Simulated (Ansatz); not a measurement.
`[SiH3]/C=C/[SiH3]` and `CC/C=C/[SiH3]` differ in one atom or group.

Ansatz, PBE0-D4/def2-TZVP geometries, multiplicity 1. Each molecule was computed in one conformer, which needn't be the lowest.

```tsv
property	`[SiH3]/C=C/[SiH3]`
HOMO–LUMO gap (PBE/def2-TZVPP) / eV	4.99
size of the dipole moment (PBE/def2-TZVPP) / D	0.00
LUMO energy (PBE0/def2-TZVPP) / eV	-1.00
LUMO energy (B3LYP/def2-TZVPP) / eV	-1.18
LUMO energy (PBE/def2-TZVPP) / eV	-1.98
HOMO energy (B3LYP/def2-TZVPP) / eV	-7.84
```

(1) What does the change do to each property? (Estimate.)

Results:

(1) The calculation gave: 
| property | `CC/C=C/[SiH3]` | shift |
| --- | --- | --- |
| HOMO–LUMO gap (PBE/def2-TZVPP) / eV | 5.21 | 0.22 |
| size of the dipole moment (PBE/def2-TZVPP) / D | 1.45 | 1.45 |
| LUMO energy (PBE0/def2-TZVPP) / eV | -0.22 | 0.78 |
| LUMO energy (B3LYP/def2-TZVPP) / eV | -0.43 | 0.75 |
| LUMO energy (PBE/def2-TZVPP) / eV | -1.22 | 0.76 |
| HOMO energy (B3LYP/def2-TZVPP) / eV | -7.31 | 0.53 |

With PBE0 the HOMO rises by 0.54 eV and the LUMO rises by 0.78 eV, so the gap widens by about 0.24 eV. PBE moves the HOMO by 0.53 eV and ωB97M-V by 0.51 eV.

B3LYP here is the variant with VWN-RPA as its local correlation; programs differ in this.
